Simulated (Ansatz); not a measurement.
CCl2FNSi, SMILES `N#C[Si](F)(Cl)Cl`, relaxed with RKS PBE0-D4/def2-TZVP in Ansatz 0.2.0 from a PBE-D4/def2-SVP geometry. The force threshold is 0.005 eV/Å; the program also tests the step.

Total charge 0; spin multiplicity 1.

Start:

```xyz
6

N     0.982   -0.793   -2.168
C     0.493   -0.419   -1.170
Si   -0.253    0.167    0.409
F    -1.810    0.504    0.123
Cl    0.710    1.860    1.008
Cl   -0.122   -1.319    1.797
```

```json
{"step": "1", "energy (eV)": "-38157.2566", "largest force (eV/Å)": "1.835", "largest move (Å)": "0.000"}
{"step": "2", "energy (eV)": "-38157.3340", "largest force (eV/Å)": "0.743", "largest move (Å)": "0.038"}
{"step": "3", "energy (eV)": "-38157.3470", "largest force (eV/Å)": "0.233", "largest move (Å)": "0.019"}
{"step": "4", "energy (eV)": "-38157.3474", "largest force (eV/Å)": "0.149", "largest move (Å)": "0.013"}
{"step": "5", "energy (eV)": "-38157.3480", "largest force (eV/Å)": "0.003", "largest move (Å)": "0.007"}
```

End:

```xyz
6

N     0.966   -0.783   -2.141
C     0.486   -0.415   -1.162
Si   -0.254    0.167    0.407
F    -1.766    0.493    0.123
Cl    0.694    1.834    0.998
Cl   -0.125   -1.296    1.774
```

Hardware: 4 threads of a server CPU on a shared host. Wall time 16 s, peak host memory 0.61 GiB.
